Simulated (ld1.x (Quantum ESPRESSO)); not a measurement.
Before and after: TM potential for tellurium

ld1.x (Quantum ESPRESSO) 7.5 input, shortened:

```
&input
   title='Te', zed=52., rel=1, dft='PZ', iswitch=3,
   config='[Kr] 4d10 5s2 5p4 5d-2'
 /
 &inputp
   pseudotype=2, tm=.true., lloc=0,
   nlcc=.true., new_core_ps=.true., rcore=1.35
 /
3
5P  2  1   4.00   0.00  1.80  1.80  0.0
5D  3  2  -2.00   0.50  1.50  1.50  0.0
5S  1  0   2.00   0.00  1.75  1.75  0.0
 &test
   configts(1)='5s2 5p4'
 /
```

Change: all radii but the core radius scaled by about 1.40 (s 2.46, p 2.52, d 2.10 bohr).

Cutoffs: the cutoffs (Ry, on a coarse ladder) from which the occupation-weighted sum of valence levels, in a spherical-Bessel basis at the reference potential, stays within 10 and 1 mRy of its value at 400 Ry; they do not see the model core or the augmentation charge, which bear on the density cutoff. Errors are all-electron minus pseudo energies relative to the spin-unpolarised reference configuration.

Question: Predict the effect on cutoff, ghosts and configuration errors.

Answer: The potential gets softer (30 Ry and 60 Ry → 18 Ry and 30 Ry); the bound ghost in d disappears; of the 9 tests that both files solve, the error grows in 3 and shrinks in 5 by more than 15 % and 0.3 meV (median size 8.3 → 11.0 meV). A larger radius leaves more room for a smooth pseudo-wave, so fewer plane waves are needed.

```csv
quantity,base,changed
"cutoff, loose",30 Ry,18 Ry
"cutoff, tight",60 Ry,30 Ry
loose cutoff by channel (10 mRy a level),"p 10 Ry, s 21 Ry","p 10 Ry, s 10 Ry"
bound ghosts,d,none
"error for 5s2 5p3, meV [ΔE 9.92 eV]",-4.1,-2.1
"error for 5s2 5p2, meV [ΔE 28.09 eV]",-22,-11
"error for 5s2 5p1, meV [ΔE 55.32 eV]",-80,-47
"error for 5s1 5p5, meV [ΔE 9.35 eV]",-7.7,-21
"error for 5s0 5p6, meV [ΔE 18.92 eV]",-29,-89
"error for 5s1 5p4, meV [ΔE 19.85 eV]",-17,-29
"error for 5s2 5p3.5, meV [ΔE 3.98 eV]",-1.3,-0.9
"error for 5s2 5p4 (spin-polarised), meV [ΔE -0.48 eV]",-0.4,-0.5
"error for 5s2 5p3 (spin-polarised), meV [ΔE 8.60 eV]",-8.3,-6.6
```

 A true bound ghost makes a file unfit for plane-wave use even where its test errors are small: the radial tests pick states by their node count and pass the ghost by.
